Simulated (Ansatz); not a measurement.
Reaction (isomerisation): `C#CBCC` → `BC(C)=C=C`

Program: Ansatz. Geometries: PBE0-D4/def2-TZVP. ΔE: electronic, gas phase. CBS: MP2 limit from def2 TZ/QZ plus the TZ coupled-cluster correction, frozen cores. Functionals use def2-TZVPP. B3LYP here is the variant with VWN-RPA as its local correlation; programs differ in this. One conformer a species, not always the lowest.

```tsv
level	ΔE (kJ/mol)	difference from CCSD(T)/CBS
PBE-D4	14.5	-22.6
r2SCAN	20.8	-16.3
PBE0	21.0	-16.1
B3LYP	22.9	-14.2
HF/def2-TZVPP	35.4	-1.7
SCS-MP2/def2-TZVPP	42.0	4.9
CCSD/def2-TZVPP	37.8	0.7
CCSD(T)/def2-TZVPP	35.5	-1.6
HF/CBS(def2)	35.4	-1.7
CCSD/CBS(def2)	39.4	2.3
CCSD(T)/CBS	37.1	0
```

Largest T1 diagnostic among the species: 0.012.

The D4 term adds −3.0 kJ/mol with B3LYP and −1.6 kJ/mol with PBE0; it sums over pairs of atoms, weighted by their polarisabilities, and B3LYP, whose exchange is more repulsive, gets the larger term. From PBE to PBE0 (25 % exact exchange), in def2-TZVPP and without D4, ΔE moves by +4.6 kJ/mol.

CCSD(T)/CBS has its own doubt, a few kJ/mol and more with outer-core shells, so smaller differences from it don't rank the levels.
